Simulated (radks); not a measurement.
Values are calculated unless marked as measured or tabulated.
How relativity changes the ionisation of neutral dysprosium ([Xe] 4f10 6s2) to Dy+ ([Xe] 4f10 6s1). Spin-unpolarised spherical Kohn-Sham, PBEsol, point nucleus unless stated (finite: rms radius 5.2218 fm), a radial shooting solver on a logarithmic mesh with Libxc functionals. A level marked "c x" has the speed of light scaled by that factor and shares open shells by 2j + 1; other Dirac levels either fill j = l - 1/2 first or share by 2j + 1.

level                               E(Dy) (hartree)  E(Dy+) (hartree)  IE (eV)   HOMO  <r> HOMO (bohr)
non-rel.                                -11641.0955       -11640.8812    5.830     6s            4.383
scalar-rel.                             -12153.2416       -12153.0119    6.251     4f           0.8817
scalar-rel., finite nucleus             -12152.1636       -12151.9339    6.250     4f           0.8817
Dirac, 2j+1 shares                      -12164.2065       -12163.9767    6.254  4f7/2           0.8929
Dirac, low j first                      -12164.2617       -12164.0320    6.251  4f7/2           0.8958
Dirac, 2j+1 shares, finite nucleus      -12163.1215       -12162.8917    6.253  4f7/2           0.8929
Dirac, c x 0.75                         -12682.3305       -12682.0793    6.837  4f7/2           0.9863
Dirac, c x 2                            -11760.4493       -11760.2319    5.916  6s1/2            4.319
Dirac, c x 10                           -11645.7447       -11645.5303    5.833  6s1/2            4.380

NIST Atomic Spectra Database: 5.939 eV (measured). The relativistic part of the total energy of Dy is -522 hartree (Dirac, 2j+1 shares, finite nucleus), 4.5 % of the non-relativistic value. Spin polarisation and multiplet splitting of open shells are left out at every level.

Beside tabulated values, note that relativity, absent from the non-relativistic runs, is large for the heavy elements, and spin-unpolarised runs miss the spin-polarisation part of the exchange energy of open shells.
